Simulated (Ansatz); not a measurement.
A structure drawn as `CB1NC(N)N1`, with this starting geometry:

```xyz
14

C    -0.5002    2.1180    1.1377
B    -0.1964    0.7176    0.3931
N     0.7508    0.2415   -0.7161
C     0.2808   -1.0594   -0.6449
N     1.2048   -2.0280   -0.1487
N    -0.7219   -0.7512    0.4042
H     0.3712    2.4670    1.6365
H    -1.3322    1.9000    1.8235
H    -0.8765    2.8522    0.3171
H     0.4573    0.7270   -1.6252
H    -0.3022   -1.3700   -1.5854
H     0.7337   -2.9239   -0.0535
H     1.8475   -2.1817   -0.9418
H    -1.7165   -0.7092    0.0034
```

The species carries charge 0 and has multiplicity 1.

Task: Does it keep its bonds when Ansatz relaxes it at PBE-D4/def2-SVP and then PBE0-D4/def2-TZVP?

Result: Yes, every drawn bond is still there and no new one forms.

Task: Give the relaxed structure. (Best estimate.)

Result: The calculation gave: 
Z-matrix (Å, degrees):
```
C
N 1 1.426
B 1 2.036 2 131.1
N 1 1.478 2 118.9 3 -54.2
N 1 1.450 2 114.1 3 49.7
H 1 1.098 2 108.1 3 176.5
H 2 1.012 1 111.3 3 135.4
H 2 1.014 1 109.7 3 15.6
C 3 1.560 2 163.9 1 -177.7
H 4 1.007 1 122.1 2 -99.9
H 5 1.003 1 124.1 2 33.3
H 9 1.093 3 111.7 2 -62.4
H 9 1.095 3 110.2 2 178.9
H 9 1.093 3 112.3 2 59.7
```
No frequency check was run.

Atoms count as bonded under 1.1 times the sum of their covalent radii (H–H under 0.85 Å, pairs among N, O and F under 1.55 Å), and a drawn bond as lost past 1.3 times.
